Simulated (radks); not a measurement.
Effect of the nuclear size on the aluminium ion Al+, [Ne] 3s2. Method: Dirac Kohn-Sham, relativistic LDA (MacDonald-Vosko exchange, VWN5 correlation), spin-unpolarised, spherical densities, finite nucleus; Fermi nuclear charge, rms radius 3.061 fm; computed with a radial shooting solver on a logarithmic mesh with Libxc functionals. The rms radius is varied about that value; shifts are against it.

rms radius (fm)  total energy shift (eV)  density at nucleus (e/bohr^3)  1s1/2 shift (meV)
2.6692                         -0.000882                           1488             -0.365
2.8773                         -0.000428                           1487             -0.177
3.061                                  0                           1486              0.000
3.2845                          0.000556                           1485              0.230
3.814                            0.00203                           1482              0.841

Slopes of the eigenvalues against <r^2> in GHz/fm^2, as finite differences over the two radii next to the reference (eigenvalue slopes, not the field-shift constants of lines): 1s1/2 39.3.
